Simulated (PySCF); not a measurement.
AlF2, SMILES [F][Al+][F], charge +1.

Geometry optimised at B3LYP-D3(BJ)/def2-TZVP. The multiplicity is an assumed one; other spin states were not compared. The isomer is the one that the SMILES or the coordinates give; other isomers of the formula were not compared.

Two levels are set side by side: PBE/def2-TZVPD (PySCF) and PBE0/def2-TZVPD (PySCF). Same geometry, gas phase. Differences are taken from unrounded values.

```tsv
quantity	PBE0
orbital gap (eV)	9.25
highest occupied level (eV)	-19.41
lowest empty level (eV)	-10.16
mean polarisability (bohr³)	14.9
```

What does PBE give, and how far is it from PBE0? (The exact figures need the calculation; the answer reports its results.)


```
quantity                        PBE  PBE minus PBE0
---------------------------  ------  --------------
orbital gap (eV)               6.24           -3.00
highest occupied level (eV)  -17.38            2.03
lowest empty level (eV)      -11.14           -0.98
mean polarisability (bohr³)    16.5             1.6
```

Without exact exchange PBE keeps part of each electron's self-repulsion, which lifts occupied levels and narrows the gap. PBE's more diffuse valence density responds more strongly to a field. Differences between two approximate levels are no errors against the true value.

Rough cost on one machine, each run with all the roots and properties that it gave: PBE0 against PBE within a factor of 2.
